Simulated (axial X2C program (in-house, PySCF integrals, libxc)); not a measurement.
## Which molecule has these constants?

Computed with an in-house all-electron X2C program for linear molecules (integrals from PySCF), spin-free (one-electron X2C) or two-component (2c: spin–orbit coupling with atomic mean-field Coulomb and Gaunt terms, which also bring small scalar terms), in Dyall basis sets with cores contracted in-house; open shells are unrestricted.

A two-component PBE0 calculation in a Dyall 3-zeta basis gave Re = 3.493 Å, ωe = 84.5 cm⁻¹, De = 0.15 eV, Ω = 3/2.

Question: Which molecule is it?
A. KS⁺
B. KSi⁺
C. NaK⁺
D. KP⁺
E. KCl⁺

Answer: D. The others have KS⁺ 3.312 Å and 116.9 cm⁻¹ (Ω = 1); KSi⁺ 3.597 Å and 101.7 cm⁻¹ (Ω = 2); KCl⁺ 3.250 Å and 99.3 cm⁻¹ (Ω = 3/2); NaK⁺ 4.104 Å and 85.8 cm⁻¹ (Ω = 1/2).

Each entry is the lowest single determinant of a limited PBE0 search at one distance. De goes to single-determinant-based atoms at the same level (for ions the charge split of lowest energy) and is withheld (n/a) where an atom does not fit its ground term or J level. Main or longest-lived isotopes. One determinant is a doubtful description, or other states lie close, for KP⁺, KS⁺, KSi⁺, KCl⁺; these need not be ground states, and all values refer to the states named. Some open-shell Ω = 0 determinants are out of reach, so the Ω given for KS⁺, KSi⁺ need not be the lowest component. With several unpaired electrons the Ω given is that of one determinant, not necessarily of the lowest component. Some light 2c atoms are not at their ground J level, so De misses part of their lowering (0.04 eV or less). The functionals have no current term, which raises determinants with orbital currents. Where the atoms have a lower orbital projection than the molecule, De at mean-field level may be about a tenth of an eV too small.
